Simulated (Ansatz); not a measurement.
Start from `CCO[SiH2]Cl` and change one atom or group to get `CC[O][InH][Cl]`.

Ansatz, PBE0-D4/def2-TZVP geometries, multiplicity 1. Each molecule was computed in one conformer, which needn't be the lowest.

Elements past krypton have def2 core potentials.

```json
{"property": "ideal-gas entropy at 298 K and 1 bar (rigid rotor, harmonic PBE0-D4/def2-TZVP) / J/(mol·K)", "`CCO[SiH2]Cl`": "362"}
{"property": "size of the dipole moment (ωB97M-V/def2-TZVPP) / D", "`CCO[SiH2]Cl`": "1.66"}
{"property": "LUMO energy (ωB97M-V/def2-TZVPP) / eV", "`CCO[SiH2]Cl`": "2.25"}
{"property": "HOMO–LUMO gap (B3LYP/def2-TZVPP) / eV", "`CCO[SiH2]Cl`": "8.68"}
{"property": "LUMO energy (B3LYP/def2-TZVPP) / eV", "`CCO[SiH2]Cl`": "0.35"}
{"property": "zero-point energy (PBE0-D4/def2-TZVP) / kJ/mol", "`CCO[SiH2]Cl`": "236.5"}
```

Problem. What does the change do to each property? (An estimate is asked.)

Solution. The calculation gave: 
| property | `CC[O][InH][Cl]` | shift |
| --- | --- | --- |
| ideal-gas entropy at 298 K and 1 bar (rigid rotor, harmonic PBE0-D4/def2-TZVP) / J/(mol·K) | 383 | 21 |
| size of the dipole moment (ωB97M-V/def2-TZVPP) / D | 1.51 | -0.15 |
| LUMO energy (ωB97M-V/def2-TZVPP) / eV | -0.03 | -2.28 |
| HOMO–LUMO gap (B3LYP/def2-TZVPP) / eV | 5.80 | -2.88 |
| LUMO energy (B3LYP/def2-TZVPP) / eV | -1.78 | -2.13 |
| zero-point energy (PBE0-D4/def2-TZVP) / kJ/mol | 202.3 | -34.2 |

With PBE0 the HOMO rises by 0.75 eV and the LUMO falls by 2.06 eV, so the gap narrows by about 2.81 eV. PBE moves the HOMO by 0.68 eV and ωB97M-V by 0.73 eV. The zero-point energy changes by -34.2 kJ/mol with -3 modes. Dipoles are sizes alone; their direction can turn. Modes under 60 cm⁻¹, often nearly free rotors, make the harmonic entropy too high.

B3LYP here is the variant with VWN-RPA as its local correlation; programs differ in this.
